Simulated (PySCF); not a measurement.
Orbital picture of HgC

LDA at R = 2.186 Å; Hg def2-SVPD with ECP60, C def2-SVPD; scalar-relativistic core potentials (PySCF 2.14). State: ³Σ⁻ (triplet), unpaired electrons π ↑↑. Only the outer orbitals are listed, counted within each symmetry, core potentials removing the inner ones.

```csv
spin,orbital,occ.,ε (eV),on Hg (%),main shells (%)
α,2π,1,-11.54,98,98 Hg d
α,2π,1,-11.54,98,98 Hg d
α,1δ,1,-11.20,100,100 Hg d
α,1δ,1,-11.20,100,100 Hg d
α,5σ,1,-11.05,75,"72 Hg d, 22 C s"
α,6σ,1,-8.04,71,"70 Hg s, 20 C p, 9 C s"
α,3π,1,-5.33,10,90 C p
α,3π,1,-5.33,10,90 C p
α,7σ,0,-4.47,45,"52 C p, 25 Hg p, 17 Hg s"
α,4π,0,-0.97,93,93 Hg p
α,4π,0,-0.97,93,93 Hg p
β,2π,1,-11.48,99,99 Hg d
β,2π,1,-11.48,99,99 Hg d
β,1δ,1,-11.19,100,100 Hg d
β,1δ,1,-11.19,100,100 Hg d
β,5σ,1,-10.36,64,"48 Hg d, 35 C s, 15 Hg s"
β,6σ,1,-7.39,69,"67 Hg s, 21 C s, 10 C p"
β,7σ,0,-3.56,41,"54 C p, 33 Hg p"
β,3π,0,-3.12,31,"69 C p, 30 Hg p"
β,3π,0,-3.12,31,"69 C p, 30 Hg p"
```

Problem. Which are the highest filled and the lowest empty level, where do they sit, and how wide is the gap?

Solution. Highest filled α 3π at -5.33 eV (in %: 90 C p); lowest empty α 7σ at -4.47 eV (in %: 52 C p, 25 Hg p, 17 Hg s); the gap at LDA is 0.86 eV.

| Quantity | Value |
| --- | --- |
| bond order (Mayer) | 1.06 |
| ⟨S²⟩ | 2.028 |
| charge on Hg (Mulliken, basis-dependent) | 0.14 |
| charge on Hg (Löwdin, basis-dependent) | 0.30 |
| dipole moment (positive dipole means Hg(−)C(+)) | -2.37 D |
| polarisability along the bond | 69.8 bohr³ |
| polarisability across the bond | 36.8 bohr³ |

Spin–orbit coupling is left out. The state is the lowest determinant that a PBE0 search found; another state may lie lower at other levels.
